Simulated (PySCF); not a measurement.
Sn(OH) (HOSn), SMILES [OH][Sn] (connectivity only; charge and spin as stated), neutral, multiplicity 2. Atoms are numbered in the order given.

```xyz
3

Sn    -0.0033    -0.3105     0.0000
O      0.1135     1.6756     0.0000
H     -0.7414     2.1217     0.0000
```
Charge 0, spin multiplicity 2.

Geometry optimised at r2SCAN-D4/def2-TZVP. The def2 effective core potentials stand for the cores of Sn; spin–orbit coupling is left out.

Calculation: PBE/def2-TZVPD run with PySCF.

Isolated molecule, no solvent.

```
Quantity                                                                                                         Value
---------------------------------------------------------------------------------------------  -----------------------
total energy                                                                                        -290.08533 hartree
point group                                                                                                         Cs
α spin, highest occupied and lowest empty level                                                     -3.71 and -3.32 eV
β spin, highest occupied and lowest empty level                                                     -7.07 and -3.00 eV
dipole moment                                                                                                   1.44 D
quadrupole, principal values (traceless, Buckingham form, about the centre of nuclear charge)    -6.73, 3.03, 3.70 D·Å
mean static polarisability                                                                        58.8 bohr³ (8.72 Å³)
polarisability, principal values                                                                47.2, 60.4, 68.9 bohr³
⟨S²⟩                                                                                           0.753 (pure state 0.75)
```
